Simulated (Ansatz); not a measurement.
Reaction (formal hydrolysis of the Al–O bond): `[NH2][Al]([NH2])[O][SiH3]` + H₂O → `[NH2][Al]([NH2])[OH]` + `O[SiH3]`

Calculated with Ansatz (gas phase, PBE0-D4/def2-TZVP geometries, no zero-point term in ΔE). CCSD(T)/CBS is the MP2 limit (def2-TZVPP, def2-QZVPP) plus CCSD(T) − MP2 in def2-TZVPP, frozen cores. This one scheme is used for every species. Functionals use def2-TZVPP. Each species was taken in one conformer, which may not be the lowest.

`[NH2][Al]([NH2])[O][SiH3]`:

```xyz
12

N     0.610    1.779    1.324
Al    0.313    0.789   -0.102
N     0.638    1.374   -1.732
O    -0.300   -0.768    0.098
Si   -0.893   -2.258    0.292
H     0.971    2.717    1.322
H     0.434    1.474    2.267
H     1.003    2.281   -1.967
H     0.477    0.834   -2.565
H    -1.822   -2.306    1.455
H    -1.642   -2.686   -0.922
H     0.209   -3.230    0.531
```

H₂O:

```xyz
3

O    -0.029    0.151   -0.358
H    -0.134    0.608    0.479
H     0.163   -0.759   -0.122
```

`[NH2][Al]([NH2])[OH]`:

Cartesian coordinates in Å:
```
N 0.589 -1.237 1.029
Al -0.150 0.123 0.185
N 0.171 0.424 -1.528
O -1.176 1.118 1.101
H 1.217 -1.911 0.626
H 0.430 -1.442 2.001
H 0.769 -0.139 -2.108
H -0.216 1.181 -2.065
H -1.635 1.881 0.759
```

`O[SiH3]`:

Cartesian coordinates in Å:
```
O -0.341 1.128 -0.503
Si 0.257 -0.280 0.109
H -1.289 1.260 -0.477
H -0.074 -0.437 1.552
H 1.726 -0.206 -0.065
H -0.279 -1.466 -0.615
```

Is it downhill or uphill in electronic energy at CCSD(T)/CBS, and by how much? (Best estimate.)

The calculation gave: Uphill: ΔE = +7.5 kcal/mol.

What do these levels give: r2SCAN-D4, B97M-V, B2PLYP, LC-ωPBE, MP2/def2-TZVPP, CCSD/def2-TZVPP? (An estimate is asked.)

Ansatz gave: r2SCAN-D4 6.8, B97M-V 7.4, B2PLYP 6.7, LC-ωPBE 6.3, MP2/def2-TZVPP 7.2, CCSD/def2-TZVPP 7.6 kcal/mol.

Largest T1 diagnostic among the species: 0.011.

Leaving LDA and LC-ωPBE aside and taking each functional with its dispersion term where it has one, the values, not all of them listed here, spread over 2.3 kcal/mol, from PBE-D4 to BHLYP-D4. From BLYP to BHLYP (50 % exact exchange), in def2-TZVPP and without D4, ΔE moves by +1.7 kcal/mol. At CCSD(T), def2-SVP lies +0.9 kcal/mol from the extrapolated value and def2-TZVPP −0.1 kcal/mol.
